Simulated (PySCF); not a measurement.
CH6AlOP, SMILES [CH3][Al]([OH])[PH2].

Coordinates come from a B3LYP-D3(BJ)/def2-SVP optimisation. The structure was generated by enumeration; whether it is a known compound was not checked. Other conformers were not sampled.

Computed with PBE0/def2-TZVP (PySCF).

Isolated molecule, no solvent.

The total energy is -700.48934 hartree and the highest occupied level is -7.04 eV. The lowest empty level is -0.42 eV and the orbital gap is 6.63 eV. The dipole moment is 0.64 D, the quadrupole, principal values (traceless, Buckingham form, about the centre of nuclear charge) is -10.65, 3.77, 6.88 D·Å and the mean static polarisability is 69.2 bohr³ (10.25 Å³). The polarisability, principal values is 55.8, 66.7, 85.0 bohr³.
